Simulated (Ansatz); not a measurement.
Cost and result for the atomization energy of GeH9NSi2, SMILES `[SiH3][N]([SiH3])[GeH3]` (13 atoms, 12 bonds).

Z-matrix (Å, degrees):
```
Si
N 1 1.728
H 1 1.490 2 112.2
H 1 1.486 2 108.7 3 120.3
H 1 1.489 2 110.2 3 -119.4
Si 2 1.728 1 124.1 3 -105.9
Ge 2 1.858 1 118.0 3 70.0
H 6 1.485 2 109.8 1 -28.4
H 6 1.490 2 112.6 1 92.6
H 6 1.489 2 108.7 1 -148.5
H 7 1.537 2 108.4 1 -137.7
H 7 1.537 2 109.6 1 102.0
H 7 1.537 2 107.2 1 -18.0
```

Total charge 0; spin multiplicity 1. Correlated methods include outer-core shells of Ge, which these sets cover unevenly. Scalar relativity is left out up to krypton. Geometry: relaxed with PBE0-D4/def2-TZVP. Program: Ansatz. All runs use 4 threads of an Arm Neoverse V1 on a shared host. Times are those of one run each, without the atoms' runs, and a repeat can differ threefold. Electronic energies, without spin–orbit coupling; frozen cores. CCSD(T)/CBS adds CCSD(T) − MP2 in def2-TZVPP to the MP2 limit, and its time is that of the two runs behind it. T1 = 0.012. With those shells the extrapolation isn't a true limit. HSE06 is the plane-wave form, built on full-range PBE exchange.

CCSD(T)/CBS is a level of theory with its own doubt, some kJ/mol a heavy atom from the limit and from the frozen cores, so smaller differences don't rank the functionals.

```
                             level  functions  wall time
            LDA (SPW92)/def2-TZVPP        289      1.8 s
                BLYP-D4/def2-TZVPP        289        3 s
               BHLYP-D4/def2-TZVPP        289        5 s
               HSE06-D4/def2-TZVPP        289        6 s
           CAM-B3LYP-D4/def2-TZVPP        289        6 s
r2SCAN-D4/def2-TZVPP (with forces)        289        7 s
             r2SCANh-D4/def2-TZVPP        289        8 s
                 B2PLYP/def2-TZVPP        289      8.5 s
                  CCSD(T)/def2-SVP        127       10 s
                 B97M-V/def2-TZVPP        289       13 s
                    MP2/def2-QZVPP        556       39 s
                CCSD(T)/def2-TZVPP        289    5.2 min
                 CCSD(T)/CBS(def2)          –    5.9 min
```

What atomization energy does each give, and how far from CCSD(T)/CBS? (An estimate is asked.)

Ansatz gave: 
| level | atomization (kcal/mol) | difference from CCSD(T)/CBS | per bond |
| --- | --- | --- | --- |
| LDA (SPW92)/def2-TZVPP | 1024.8 | 93.4 | 7.8 |
| BLYP-D4/def2-TZVPP | 915.8 | -15.6 | -1.3 |
| BHLYP-D4/def2-TZVPP | 917.2 | -14.2 | -1.2 |
| HSE06-D4/def2-TZVPP | 911.0 | -20.4 | -1.7 |
| CAM-B3LYP-D4/def2-TZVPP | 931.8 | 0.4 | 0.0 |
| r2SCAN-D4/def2-TZVPP (with forces) | 922.2 | -9.2 | -0.8 |
| r2SCANh-D4/def2-TZVPP | 919.4 | -12.0 | -1.0 |
| B2PLYP/def2-TZVPP | 913.8 | -17.6 | -1.5 |
| CCSD(T)/def2-SVP | 862.5 | -68.9 | -5.7 |
| B97M-V/def2-TZVPP | 932.8 | 1.4 | 0.1 |
| MP2/def2-QZVPP | 915.4 | -16.0 | -1.3 |
| CCSD(T)/def2-TZVPP | 908.5 | -22.9 | -1.9 |
| CCSD(T)/CBS(def2) | 931.4 | 0.0 | 0.0 |

Leaving LDA and LC-ωPBE aside and taking each functional with its dispersion term where it has one, the values, not all of them listed here, spread over 36.6 kcal/mol, from revPBE-D4 to ωB97X-V. LDA lies +119.5 kcal/mol from PBE without D4, its usual overbinding. From r2SCAN to r2SCAN0 (25 % exact exchange), in def2-TZVPP and without D4, the atomization energy moves by −7.0 kcal/mol: exact exchange takes away binding that semilocal exchange gives to molecules. The D4 term adds +13.0 kcal/mol with B3LYP and +6.9 kcal/mol with PBE0; it sums over pairs of atoms, weighted by their polarisabilities, and B3LYP, whose exchange is more repulsive, gets the larger term.

B3LYP here is the variant with VWN-RPA as its local correlation; programs differ in this.
